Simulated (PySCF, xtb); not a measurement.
C₃H₈N, SMILES CC[N]C, multiplicity 2. The values are those of a single conformer.

Harmonic wavenumbers (cm⁻¹) from GFN2-xTB (xtb) at its own minimum, in rising order: 38, 80, 186, 282, 475, 740, 906, 998, 1037, 1058, 1089, 1171, 1206, 1218, 1321, 1378, 1401, 1420, 1426, 1466, 1481, 1497, 2736, 2789, 2861, 2878, 2921, 3036, 3050, 3057.

**Question.** What does PBE-D3(BJ)/def2-SVP run with PySCF 2.14.0 give at its own minimum? (Estimate from the structure and the level; the computed values follow.)

**Answer.** 51, 93, 228, 287, 468, 695, 845, 910, 1003, 1016, 1030, 1106, 1196, 1213, 1301, 1324, 1342, 1360, 1396, 1404, 1409, 1426, 2830, 2855, 2857, 2903, 2979, 3038, 3074, 3074. Paired by order, the mean absolute difference is 40 cm⁻¹ and the zero-point energies are 64.6 and 63.9 kcal/mol.
